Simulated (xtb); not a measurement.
Here is a job for xtb.
```
$ xtb mol.xyz --gfn 1 --chrg -1 --uhf 1 --json

# file mol.xyz
3

Ge     0.01273408    -0.00945855     0.40380931
F      0.85130033     1.56847282    -0.70909783
F     -0.89657706    -1.53484242    -0.72666861
```

Q: Estimate the total energy that GFN1-xTB run with xtb returns for this input.

A: -12.1432 Eh

Q: What is the computed partial charges in atom order (GFN1-xTB)?

A: Ge1 0.09, F2 -0.55, F3 -0.55
